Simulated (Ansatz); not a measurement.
The same path of ClIn + H5NSi (9 atoms, charge 0, multiplicity 1) was run twice with different band settings. Lost on the way: N3–H4. Made: H4–Cl5.

Computed with RKS PBE-D4/def2-SVP (Ansatz 0.2.0).

Relaxed end points:

```xyz
9
Properties=species:S:1:pos:R:3
In -2.322 -0.994 -1.013
Si 0.776 -0.057 1.063
N 0.234 -0.240 -0.619
H -0.116 0.633 -1.063
Cl -2.191 1.422 -1.754
H -0.397 0.467 1.839
H 1.944 0.880 1.242
H 1.168 -1.419 1.560
H 0.904 -0.691 -1.255
```

```xyz
9
Properties=species:S:1:pos:R:3
In -1.121 -0.780 -2.326
Si 0.809 -0.081 0.723
N 0.441 -0.831 -0.783
H -1.388 1.200 0.229
Cl -2.511 1.272 -0.507
H -0.135 1.120 0.886
H 2.189 0.527 0.847
H 0.569 -0.892 1.979
H 1.147 -1.534 -1.048
```

Common settings: movable images 7; climbing image yes; spring 5.0 eV/Å²; start path through a guess of the saddle point; force threshold 0.05 eV/Å; iteration limit 60; end points relaxed.

| run | optimiser | largest step |
| --- | --- | --- |
| 1 | quadratic models (default) | default |
| 2 | fire | 0.5 Å |

(1) What does each run give, and how far can it be trusted?

## Answers

(1) Run 1: converged after 18 iterations, highest image 1.687 eV above the first end. A vibrational analysis at the climbing image gives one clearly imaginary mode, 340i cm⁻¹: a first-order saddle point.
Run 2: converged after 54 iterations, highest image 1.687 eV above the first end. Another band between the same ends (7 images) ends at a top of the same energy, where a vibrational analysis finds 1 clearly imaginary mode.
The orbitals stay closed-shell, which can raise the energy where a bond breaks towards radicals; this wasn't checked here.
